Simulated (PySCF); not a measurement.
## How the method moves the HOMO and LUMO of `CS[BH2-][NH3+]`

CH8BNS.
Numbering: `[CH3:1][S:2][BH2-:3][NH3+:4]` (hydrogens: H5, H6, H7 on C1; H8, H9 on B3; H10, H11, H12 on N4)

Structure used (PBE0-D3(BJ)/def2-SVP), in Å, numbered top down from 1:
```xyz
12
CH8BNS angstrom
C      1.868   -0.436   -0.253
S      0.789    0.211    1.057
B     -0.713    0.805    0.093
N     -1.650   -0.512   -0.204
H      2.813   -0.753    0.210
H      2.084    0.343   -0.999
H      1.443   -1.312   -0.770
H     -1.391    1.519    0.813
H     -0.456    1.282   -1.002
H     -2.542   -0.261   -0.636
H     -1.832   -0.997    0.677
H     -1.172   -1.171   -0.820
```

Basis pcSseg-2 throughout (PySCF), one geometry. One conformer (not necessarily the lowest) at the PBE0-D3(BJ)/def2-SVP geometry, without solvent, vibrations or thermal averaging.

Question: How do the orbital energies, the gap and the dipole change with the method?

Answer: 
| method | kind | HOMO (eV) | LUMO (eV) | gap (eV) | μ (D) | SCF cycles |
| --- | --- | --- | --- | --- | --- | --- |
| BLYP | GGA | -4.59 | -1.25 | 3.34 | 5.52 | 14 |
| B97-D | GGA | -4.69 | -1.08 | 3.61 | 5.61 | 14 |
| OPBE | GGA | -4.70 | -1.09 | 3.61 | 5.64 | 14 |
| PBE | GGA | -4.73 | -1.22 | 3.51 | 5.57 | 14 |
| BP86 | GGA | -4.81 | -1.08 | 3.73 | 5.61 | 14 |
| LDA | LDA | -4.83 | -1.31 | 3.52 | 5.60 | 14 |
| KT3 | GGA | -4.84 | -1.40 | 3.43 | 5.47 | 14 |
| KT2 | GGA | -4.84 | -1.21 | 3.63 | 5.46 | 15 |
| B97-2 | global hybrid | -5.63 | -0.43 | 5.20 | 5.74 | 12 |
| B3LYP | global hybrid | -5.65 | -0.80 | 4.85 | 5.68 | 12 |
| PBE0 | global hybrid | -5.87 | -0.46 | 5.41 | 5.75 | 13 |
| mPW1PW91 | global hybrid | -5.89 | -0.47 | 5.42 | 5.76 | 12 |
| BHandHLYP | global hybrid | -6.91 | 0.06 | 6.98 | 5.82 | 12 |
| CAM-B3LYP | range-separated hybrid | -7.17 | 0.22 | 7.39 | 5.80 | 12 |
| wB97X-D | range-separated hybrid | -7.69 | 1.30 | 8.99 | 5.88 | 13 |
| LC-wPBE | range-separated hybrid | -8.52 | 1.42 | 9.94 | 5.93 | 13 |
| HF | Hartree–Fock | -8.57 | 1.79 | 10.36 | 6.01 | 10 |

The HOMO spans 3.98 eV, from BLYP down to HF, and the gap runs from 3.34 eV (BLYP) to 10.36 eV (HF). Over the methods BLYP (0 %), B97-D (0 %), OPBE (0 %), PBE (0 %), BP86 (0 %), LDA (0 %), KT3 (0 %), KT2 (0 %), B97-2 (21 %), B3LYP (20 %), PBE0 (25 %), mPW1PW91 (25 %), BHandHLYP (50 %), HF (100 %), a straight line through the gap against the share of exact exchange rises by 0.68 eV for each 10 % (correlation coefficient 0.998). The dipole ranges from 5.46 D (KT2) to 6.01 D (HF). This basis has no diffuse functions.

The vertical ΔSCF ionisation energy at wB97X-D/def2-SVPD is 8.09 eV; −ε(HOMO) comes closest to it with wB97X-D (7.69 eV).
